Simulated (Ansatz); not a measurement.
Computed with Ansatz on PBE0-D4/def2-TZVP structures; ΔE is electronic, products minus reactants. CCSD(T)/CBS adds triple-zeta CCSD(T) − MP2 to the extrapolated MP2 energy (def2 sets, frozen cores). Functionals use def2-TZVPP. HSE06 is defined as in plane-wave codes. One conformer a species, not always the lowest.

Consider the substitution at a C–C bond: `CCOBF` + `BNCC` → `BN(C)CC` + `COBF`.

**Question.** Is it downhill or uphill in electronic energy at CCSD(T)/CBS, and by how much? (Estimate.)

**Answer.** Computed: Uphill: ΔE = +0.43 eV.

**Question.** What do these levels give: r2SCAN-D4, r2SCAN0-D4, BHLYP-D4, CAM-B3LYP-D4, ωB97X-V, ωB97M-V, HSE06, BHLYP, MP2/def2-SVP, CCSD(T)/def2-SVP, HF/def2-QZVPP, MP2/def2-QZVPP? (Estimate.)

**Answer.** The calculation gave: r2SCAN-D4 0.44, r2SCAN0-D4 0.45, BHLYP-D4 0.45, CAM-B3LYP-D4 0.44, ωB97X-V 0.43, ωB97M-V 0.44, HSE06 0.46, BHLYP 0.48, MP2/def2-SVP 0.44, CCSD(T)/def2-SVP 0.42, HF/def2-QZVPP 0.52, MP2/def2-QZVPP 0.42 eV.

Largest T1 diagnostic among the species: 0.013.

The D4 term adds −0.05 eV with B3LYP and −0.03 eV with PBE0; it sums over pairs of atoms, weighted by their polarisabilities, and B3LYP, whose exchange is more repulsive, gets the larger term. Leaving LDA and LC-ωPBE aside and taking each functional with its dispersion term where it has one, the values, not all of them listed here, spread over 0.06 eV, from revPBE-D4 to B2PLYP. LDA lies −0.08 eV from PBE without D4. In def2-TZVPP, CCSD(T) changes the Hartree–Fock value by −0.11 eV (the triples alone add −0.02 eV) and MP2 by −0.11 eV.

B3LYP here is the variant with VWN-RPA as its local correlation; programs differ in this.
